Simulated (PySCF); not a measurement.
ClI, charge +1, doublet, geometry from GFN2-xTB (a state made from the parent by changing its charge; the spin is typed, not shown lowest) (all electrons, no relativity). Base run: SCAN/6-311G** in PySCF.

The PySCF input:
```python
from pyscf import gto, scf, dft

mol = gto.M(
    atom='''
Cl   -0.00000000   -0.00000000   -1.69095804
I     0.00000000    0.00000000    0.54238277
''',
    basis='6-311g**',
    charge=1,
    spin=1,
    verbose=4,
)

mf = dft.UKS(mol)
mf.xc = 'scan'
mf.kernel()
mf.analyze()
```

Each row names what was changed in the base input (with any setting that the change needs).

```json
[
 {"change": "base", "ΔE vs base (mEh)": "0.000", "grid points": "40840", "electrons on the grid": "69.00000"},
 {"change": "grids.level = 4", "ΔE vs base (mEh)": "27.400", "grid points": "60280", "electrons on the grid": "69.00000"},
 {"change": "grids.becke_scheme = stratmann", "ΔE vs base (mEh)": "-0.013", "grid points": "40840", "electrons on the grid": "69.00000"},
 {"change": "grids.atom_grid = (30, 110)", "ΔE vs base (mEh)": "-262.4", "grid points": "4848", "electrons on the grid": "69.00109"},
 {"change": "grids.level = 1", "ΔE vs base (mEh)": "-71.391", "grid points": "14344", "electrons on the grid": "69.00006"},
 {"change": "small_rho_cutoff = 0", "ΔE vs base (mEh)": "0.000", "grid points": "40840", "electrons on the grid": "69.00000"},
 {"change": "grids.level = 7", "ΔE vs base (mEh)": "20.582", "grid points": "175280", "electrons on the grid": "69.00000"},
 {"change": "grids.radi_method = gauss_chebyshev", "ΔE vs base (mEh)": "33.101", "grid points": "39512", "electrons on the grid": "69.00000"},
 {"change": "grids.atom_grid = (50, 194)", "ΔE vs base (mEh)": "45.298", "grid points": "12512", "electrons on the grid": "69.00006"},
 {"change": "grids.radi_method = delley", "ΔE vs base (mEh)": "9.509", "grid points": "40328", "electrons on the grid": "69.00000"},
 {"change": "grids.level = 5", "ΔE vs base (mEh)": "25.127", "grid points": "89872", "electrons on the grid": "69.00000"}
]
```

Open shells are given as the SCF converged; they aren't shown to be the lowest states, and a large step between rows can be another state.
